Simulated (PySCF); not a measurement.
C₅H₁₃AlO₂Si, SMILES C[Si](C)(C)/C=[CH]/[Al]([OH])[OH], GFN2-xTB optimised geometry.

```
22

Si    -2.89     1.61     0.00
C     -3.96     1.69     1.58
C     -4.02     1.66    -1.54
C     -1.69     3.09    -0.03
C     -1.93    -0.03     0.00
C     -0.61    -0.16     0.00
Al     0.29    -1.93     0.00
O      1.94    -1.93     0.00
O     -0.65    -3.28     0.00
H     -3.35     1.65     2.48
H     -4.66     0.86     1.62
H     -4.54     2.61     1.62
H     -4.71     0.83    -1.54
H     -4.61     2.57    -1.57
H     -3.44     1.61    -2.46
H     -2.23     4.04    -0.04
H     -1.04     3.10     0.84
H     -1.06     3.07    -0.92
H     -2.53    -0.94     0.00
H      0.01     0.73     0.00
H      2.89    -1.95     0.00
H     -1.21    -4.04     0.00
```

Density from CAM-B3LYP/def2-SVP (PySCF) at that geometry.

Minimum of the electron density along straight lines between bonded atoms, close to the bond critical point (lines longer than 1.1 times the sum of covalent radii, or with two minima, are not listed):

```csv
bond,length / Å,ρ at the minimum / e bohr⁻³,∇²ρ there / e bohr⁻⁵,position (fraction from the first atom)
Si1–C2,1.911,0.109,0.31,0.38
Si1–C3,1.911,0.109,0.31,0.38
Si1–C4,1.907,0.110,0.31,0.38
Si1–C5,1.898,0.112,0.33,0.38
C5–C6,1.331,0.340,-0.90,0.50
C6–Al7,1.981,0.081,0.31,0.60
Al7–O8,1.647,0.103,1.03,0.44
Al7–O9,1.648,0.103,1.03,0.44
C2–H10,1.086,0.272,-0.98,0.63
C2–H11,1.086,0.272,-0.97,0.62
C2–H12,1.086,0.272,-0.97,0.62
C3–H13,1.086,0.272,-0.97,0.62
C3–H14,1.086,0.272,-0.97,0.62
C3–H15,1.086,0.272,-0.98,0.63
C4–H16,1.086,0.271,-0.97,0.62
C4–H17,1.086,0.272,-0.98,0.63
C4–H18,1.086,0.272,-0.98,0.63
C5–H19,1.086,0.278,-1.03,0.63
C6–H20,1.086,0.277,-1.02,0.63
O8–H21,0.945,0.361,-2.59,0.82
O9–H22,0.945,0.361,-2.59,0.82
```
